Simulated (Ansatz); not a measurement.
Single points on the cluster Zn7Se6I2.

```yaml
crystal:
  periodic: [false, false, false]
  atoms:
    - {symbol: Zn, position_ang: [2.650307, -0.094648, 3.262644]}
    - {symbol: Zn, position_ang: [-1.696636, -1.587795, -1.346581]}
    - {symbol: Zn, position_ang: [-2.174337, 0.576754, -3.019861]}
    - {symbol: Zn, position_ang: [0.821842, 0.063529, -1.838133]}
    - {symbol: Zn, position_ang: [1.241612, -1.364453, 0.671975]}
    - {symbol: Zn, position_ang: [-0.420626, 1.758362, -0.144605]}
    - {symbol: Zn, position_ang: [0.845216, 1.188198, 2.473292]}
    - {symbol: Se, position_ang: [-0.411918, 2.027465, -2.649203]}
    - {symbol: Se, position_ang: [-3.411664, -1.298763, -2.948786]}
    - {symbol: Se, position_ang: [-2.079692, -0.020871, 0.547284]}
    - {symbol: Se, position_ang: [-0.634228, -0.848279, 2.265051]}
    - {symbol: Se, position_ang: [0.593792, -2.303301, -1.514366]}
    - {symbol: Se, position_ang: [2.003999, 0.992767, 0.101650]}
    - {symbol: I, position_ang: [3.200286, -2.482578, 2.155837]}
    - {symbol: I, position_ang: [-0.527953, 3.393614, 1.983813]}
basis:
  gaussian: {orbitals: STO-3G}
hamiltonian: {xc: hf}
scf: {omitted_lower_state_checks: [starts]}
output: {orbitals: {seedname: orbitals}}
```

The file start.molden holds the orbitals of an earlier run on this structure, at another level or in another basis.

```sh
$ ansatz run in.yaml --threads 2 --pin off --events-out ev --progress --plain --max-ram 32768MiB --backend cuda --devices 0, --max-vram 18GiB
```

Shortened log:

```
Functional definition: HF
2787 factors; integrals over basis functions are off by at most 5.3e-4 eV
mean field evaluation 1: about -1093822.8457 eV, gradient 5.8e2 eV
mean field evaluation 2: about -1093823.5467 eV, gradient 5.8e2 eV
mean field evaluation 4: about -1091047.7793 eV, gradient 6.4e2 eV
mean field evaluation 8: about -1094818.8589 eV, gradient 2.6e2 eV
mean field evaluation 16: about -1095093.4491 eV, gradient 1.1e0 eV
mean field evaluation 32: about -1095094.1938 eV, gradient 2.6e-5 eV
mean field -1095094.19376415 eV, -40243.9693393280 hartree, gradient 9.9e-6 eV, S^2 0.000000; 0 other end points of the search recorded, 0 dependent functions left out
reference -1095094.19376415 eV, -40243.9693393280 hartree; 260, 260 occupied and 28, 28 virtual orbitals, 2787 factors
Total energy: -1095094.19376415 eV, -40243.9693393280 hartree
Checks for a lower state left out: starts
```

Run time 38 s (2 threads of AMD EPYC 7R13 on a shared host and a share (18 GiB) of an NVIDIA H100 80GB HBM3), peak host memory 0.91 GiB.

First input, but with `gaussian: {orbitals: def2-SVP, fitting: {mean_field: def2-universal-jkfit}, initial_orbitals: start.molden}`, `hamiltonian: {xc: pbe, dispersion: d4}`, `output: {forces: true, orbitals: {seedname: orbitals}}` (abridged; 20 s):

```
Functional definition: PBE
mean field -747048.78986479 eV, -27453.5366596745 hartree, gradient 2.8e-5 eV, S^2 0.000000
Total energy: -747050.69038007 eV, -27453.6065023226 hartree
Atom 0 force     0.066318     0.031495     0.066120 eV/Å
Atom 1 force     0.077469    -0.008914     0.067272 eV/Å
Atom 2 force     0.010994     0.090249    -0.017625 eV/Å
Atom 3 force    -0.020596    -0.032004    -0.044109 eV/Å
Atom 4 force    -0.014758    -0.006947     0.024143 eV/Å
Atom 5 force    -0.048781    -0.043484     0.007601 eV/Å
Atom 6 force    -0.084552     0.042299    -0.017880 eV/Å
Atom 7 force     0.114292     0.238962    -0.081881 eV/Å
Atom 8 force    -0.286617    -0.180077    -0.098026 eV/Å
Atom 9 force    -0.117786     0.074129    -0.033873 eV/Å
Atom 10 force     0.030894    -0.090984     0.139316 eV/Å
Atom 11 force     0.081235    -0.197929    -0.046704 eV/Å
Atom 12 force     0.185485     0.105306     0.042190 eV/Å
Atom 13 force     0.047117    -0.111141    -0.031138 eV/Å
Atom 14 force    -0.040715     0.089039     0.024595 eV/Å
Dipole moment:     0.323537     0.281235     0.209288 e Å
Checks for a lower state left out: starts
```

As the first input, with `gaussian: {orbitals: def2-SVP, fitting: {mean_field: def2-universal-jkfit}, initial_orbitals: start.molden}`, `hamiltonian: {xc: pbe0, dispersion: d4}` (abridged; 24 s):

```
Functional definition: PBE0
mean field -747068.19536085 eV, -27454.2497985011 hartree, gradient 8.6e-6 eV, S^2 0.000000
Total energy: -747069.90863102 eV, -27454.3127600186 hartree
Checks for a lower state left out: starts
```

First input, but with `gaussian: {orbitals: def2-SVP, initial_orbitals: start.molden}`, `hamiltonian: {xc: pbe}`, `correlation: {method: rpa, frozen_orbitals: {I: 4, Se: 9, Zn: 9}}` and without the key `output` (abridged; 25 s):

```
Functional definition: PBE
mean field -747048.77798353 eV, -27453.5362230463 hartree, gradient 2.6e-6 eV, S^2 0.000000
125 core orbitals not correlated: weight in the atoms' cores, before any rotation towards them, 1.000 or more for the frozen orbitals, at most 0.000 for the correlated occupied ones
Total energy: -746649.62571711 eV, -27438.8676478103 hartree
Checks for a lower state left out: starts
```

The first input with `gaussian: {orbitals: def2-TZVP, fitting: {mean_field: def2-universal-jkfit}, initial_orbitals: start.molden}`, `hamiltonian: {xc: pbe, dispersion: d4}` (abridged; 25 s):

```
Functional definition: PBE
mean field -747147.09343171 eV, -27457.1492491261 hartree, gradient 3.1e-5 eV, S^2 0.000000
Total energy: -747148.99393478 eV, -27457.2190913258 hartree
Checks for a lower state left out: starts
```

As the first input, with `gaussian: {orbitals: def2-SVP, fitting: {mean_field: def2-universal-jkfit}, initial_orbitals: start.molden}` (abridged; 20 s):

```
Functional definition: HF
mean field -746521.32301268 eV, -27434.1526103893 hartree, gradient 4.6e-5 eV, S^2 0.000000
Total energy: -746521.32301268 eV, -27434.1526103893 hartree
Checks for a lower state left out: starts
```

First input, but with `gaussian: {orbitals: def2-SVP, fitting: {mean_field: def2-universal-jkfit}, initial_orbitals: start.molden}`, `hamiltonian: {xc: r2scan, dispersion: d4}` (abridged; 21 s):

```
Functional definition: r2SCAN
mean field -747164.47111324 eV, -27457.7878671435 hartree, gradient 1.3e-5 eV, S^2 0.000000
Total energy: -747164.93130139 eV, -27457.8047787457 hartree
Checks for a lower state left out: starts
```

Geometry: r2SCAN-D4/def2-SVP.

In the def2 sets I takes a core potential, while STO-3G treats all electrons; there is no spin–orbit coupling. Correlated methods freeze 125 core orbitals; core or outer-core shells of Se, I are correlated, in sets that lack core-valence functions. Single mean-field runs in def2-SVP, def2-TZVP are fitted with def2-universal-jkfit. Another isomer (singlet) lies 1.09 eV lower at PBE0-D4/def2-TZVP; other spin states weren't run for this one.
